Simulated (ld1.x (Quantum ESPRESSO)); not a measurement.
**Logarithmic derivatives: Pd (Z = 46), TM**

palladium, norm-conserving Troullier–Martins (Kleinman–Bylander form), made with ld1.x (Quantum ESPRESSO) 7.5 (PBEsol, scalar-relativistic). Core [Ar] 3d10, reference 4s2 4p6 4d10 5s0. Waves: 4s (bound): rc 0.95 bohr; 4d (bound): rc 1.25 bohr; 4p (bound): rc 1.05 bohr. Local part: the p channel. Core correction: Bessel-smoothed model core inside 0.85 bohr.

The phase is arctan(r·u′/u) with u = r·R(r), unwrapped; energies in Ry, scanned from -8 to 5 Ry. A pole is an energy at which the radial function vanishes at the test radius. The pseudo phase is shifted by a multiple of π to meet the all-electron one at the reference energy, and phase errors are pseudo minus all-electron; the curves can meet again beyond the range given. Levels narrower than the energy grid can be missing from the lists of poles.

| channel | radius (bohr) | reference energy (Ry) | poles, all-electron | poles, pseudo | unbroken range about the reference energy with phases within 0.05 rad | phase error 1 Ry above the reference energy (rad) |
| --- | --- | --- | --- | --- | --- | --- |
| s | 1.35 | -6.27 | -3.74 | -3.75 | the whole range | -0.000 |
| p | 1.35 | -3.76 | -0.42 | -0.46 | the whole range | -0.000 |
| d | 1.35 | -0.30 | 4.74 | 4.63 | the whole range | -0.001 |

Phases in the d channel:

```json
{"E (Ry)": "-8.00", "all-electron": "1.275", "pseudo": "1.274"}
{"E (Ry)": "-7.52", "all-electron": "1.263", "pseudo": "1.262"}
{"E (Ry)": "-7.04", "all-electron": "1.249", "pseudo": "1.247"}
{"E (Ry)": "-6.56", "all-electron": "1.233", "pseudo": "1.231"}
{"E (Ry)": "-6.08", "all-electron": "1.214", "pseudo": "1.213"}
{"E (Ry)": "-5.60", "all-electron": "1.192", "pseudo": "1.191"}
{"E (Ry)": "-5.12", "all-electron": "1.166", "pseudo": "1.165"}
{"E (Ry)": "-4.64", "all-electron": "1.135", "pseudo": "1.133"}
{"E (Ry)": "-4.16", "all-electron": "1.096", "pseudo": "1.094"}
{"E (Ry)": "-3.68", "all-electron": "1.046", "pseudo": "1.044"}
{"E (Ry)": "-3.20", "all-electron": "0.982", "pseudo": "0.979"}
{"E (Ry)": "-2.72", "all-electron": "0.893", "pseudo": "0.891"}
{"E (Ry)": "-2.24", "all-electron": "0.768", "pseudo": "0.766"}
{"E (Ry)": "-1.76", "all-electron": "0.585", "pseudo": "0.582"}
{"E (Ry)": "-1.28", "all-electron": "0.311", "pseudo": "0.309"}
{"E (Ry)": "-0.80", "all-electron": "-0.064", "pseudo": "-0.064"}
{"E (Ry)": "-0.32", "all-electron": "-0.468", "pseudo": "-0.468"}
{"E (Ry)": "0.16", "all-electron": "-0.795", "pseudo": "-0.795"}
{"E (Ry)": "0.64", "all-electron": "-1.022", "pseudo": "-1.022"}
{"E (Ry)": "1.12", "all-electron": "-1.174", "pseudo": "-1.175"}
{"E (Ry)": "1.60", "all-electron": "-1.280", "pseudo": "-1.282"}
{"E (Ry)": "2.08", "all-electron": "-1.357", "pseudo": "-1.359"}
{"E (Ry)": "2.56", "all-electron": "-1.415", "pseudo": "-1.418"}
{"E (Ry)": "3.04", "all-electron": "-1.461", "pseudo": "-1.465"}
{"E (Ry)": "3.52", "all-electron": "-1.499", "pseudo": "-1.503"}
{"E (Ry)": "4.00", "all-electron": "-1.530", "pseudo": "-1.535"}
{"E (Ry)": "4.48", "all-electron": "-1.557", "pseudo": "-1.563"}
{"E (Ry)": "4.96", "all-electron": "-1.581", "pseudo": "-1.587"}
```
